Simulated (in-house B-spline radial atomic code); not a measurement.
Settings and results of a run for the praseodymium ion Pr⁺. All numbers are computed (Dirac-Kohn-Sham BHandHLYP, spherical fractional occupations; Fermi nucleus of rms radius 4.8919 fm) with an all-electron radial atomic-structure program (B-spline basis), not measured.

Command:
```bash
python run_scf.py task.json out
```
Settings (nuclear radius in fm, mass in u):
```
Z                59
configuration    [Xe] 4f3 6s1
hamiltonian      dirac
method           bhandhlyp
spin_polarised   False
nucleus          fermi
rms_radius       4.8919
atomic_mass      140.90766
speed_of_light   137.035999084
```

Output (hartree, bohr):
```
 radial grid: 81 intervals, B-splines of order 8, outer radius 60 bohr

 iter        energy (Eh)    residual
    1       -9229.361969    5.79e-01
    2       -9232.573051    5.10e-01
    3       -9240.978000    9.90e-02
    4       -9241.310768    2.77e-02
    5       -9241.336838    1.25e-02
    6       -9241.340065    9.33e-04
    7       -9241.340068    1.10e-03
    8       -9241.340133    2.68e-04
    9       -9241.340136    5.18e-05
   10       -9241.340136    2.41e-06
   11       -9241.340136    1.60e-07

 total energy                     -9241.34014
 kinetic                            9937.8664
 electron-nucleus                 -22531.2041
 Hartree                            3567.8223
 exact exchange                     -105.7443
 exchange-correlation               -110.0805

 first-order corrections (not in the total)
   Gaunt                             8.7608
   retardation                      -0.9152
   frequency dependence             -0.1024
   self-energy                       6.0399
   Uehling                          -0.9041
   Wichmann-Kroll                    0.0249
   recoil                            0.0236

 orbital      occ     eigenvalue          <r>       <r^2>       <1/r>       r_max    small
 1s1/2      2.000     -1543.9927    0.0240914 0.000789477     64.6861     0.01541  4.78e-02
 2s1/2      2.000      -250.6424      0.10252   0.0124627     15.2908     0.08736  1.04e-02
 2p1/2      2.000      -236.6001    0.0860933  0.00914122     15.2528     0.06654  1.04e-02
 2p3/2      4.000      -218.8461    0.0923805    0.010394     13.7675     0.07187  9.80e-03
 3s1/2      2.000       -55.2127     0.271434   0.0843181     5.53833       0.249  3.22e-03
 3p1/2      2.000       -49.2266     0.261363   0.0794002     5.44642       0.236  3.16e-03
 3p3/2      4.000       -45.6685     0.273526   0.0867553     5.07685      0.2474  2.98e-03
 3d3/2      4.000       -35.2861     0.244909   0.0707245     4.93763      0.1986  2.85e-03
 3d5/2      6.000       -34.5245     0.248727   0.0728067     4.84392      0.2018  2.80e-03
 4s1/2      2.000       -11.6144     0.621753    0.436063     2.28637      0.5787  9.86e-04
 4p1/2      2.000        -9.3311     0.639884    0.465526     2.18047      0.5875  9.18e-04
 4p3/2      4.000        -8.5589     0.666752    0.505241      2.0617      0.6116  8.62e-04
 4d3/2      4.000        -4.7748      0.72047    0.602032     1.83847      0.6308  7.10e-04
 4d5/2      6.000        -4.6378     0.730378    0.618547     1.80806       0.639  6.95e-04
 5s1/2      2.000        -1.8946      1.50729     2.55271    0.876722       1.352  2.06e-04
 5p1/2      2.000        -1.2347      1.69246     3.24541    0.773885       1.479  1.64e-04
 5p3/2      4.000        -1.1244      1.77667     3.57764    0.731435       1.547  1.50e-04
 4f5/2      1.286        -0.1671      1.28457     2.48226     1.13242      0.7056  3.11e-04
 4f7/2      1.714        -0.1560      1.32237     2.67333     1.11276      0.7116  3.03e-04
 6s1/2      1.000        -0.2964      4.18247     19.6264    0.298482       3.662  2.67e-05
```

Time taken, with all properties: 3.5 s on 1 thread of Arm Neoverse V1 (shared host).

For the Dirac Hamiltonian the kinetic term is c α·p + (β - 1)c².

Caution: exact exchange at fractional occupations of open shells leaves self-interaction of up to several eV.
